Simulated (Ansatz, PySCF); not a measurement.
Gas-phase reaction (SMILES): C=CCB(O)CC=C [bis(prop-2-enyl)borinic acid] + O (H2O) -> C=CCB(O)O [prop-2-enylboronic acid] + C=CC [prop-1-ene]; water cleaves one B-C bond, a model of a ligand-exchange step.

Each molecule is optimised on its own at B3LYP-D3(BJ)/def2-TZVP (Ansatz, an electronic-structure program), one conformer each, not searched for the lowest. Cores are frozen in the correlated levels unless marked. No spin-orbit coupling. No relativistic terms. Basis-set limits of correlation are two-point, X^-3; Hartree-Fock from the larger set. The bracket is a focal-point correction in the basis named. Thermal terms are rigid-rotor harmonic-oscillator values from B3LYP-D3(BJ) frequencies (Ansatz or PySCF) at 298.15 K and 1 atm. 1 Eh = 627.5095 kcal/mol.

```csv
species,"E, RI-MP2/CBS(aug-cc-pVTZ,aug-cc-pVQZ)+[CCSD(T)-MP2]/aug-cc-pVTZ (Ansatz) (Eh)","E, PBE0-D4/def2-TZVPD (Ansatz + dftd4) (Eh)",H - E (Eh)
C=CCB(O)CC=C,-334.93318,-335.08506,0.17084
O (H2O),-76.37791,-76.38102,0.02495
C=CCB(O)O,-293.60804,-293.70590,0.11227
C=CC,-117.74462,-117.80020,0.08449
```

**Question.** Work out ΔE and ΔH at 298.15 K at the first level, then ΔH at the second.

**Answer.** 
1. ΔE = [(-293.60804) + (-117.74462)] - [(-334.93318) + (-76.37791)] = -0.04157 Eh = -26.1 kcal/mol at RI-MP2/CBS(aug-cc-pVTZ,aug-cc-pVQZ)+[CCSD(T)-MP2]/aug-cc-pVTZ.
2. The terms H - E add up to 0.00097 Eh, so ΔH = (-0.04157 + (0.00097))×627.5095 = -25.5 kcal/mol.
3. At PBE0-D4/def2-TZVPD the same steps give ΔE = -25.1 and ΔH = -24.5 kcal/mol, a shift of +1.0 from the first level.
4. These values are not checked against measurement here, since the tables used lack a sound gas-phase enthalpy of formation for at least one species.
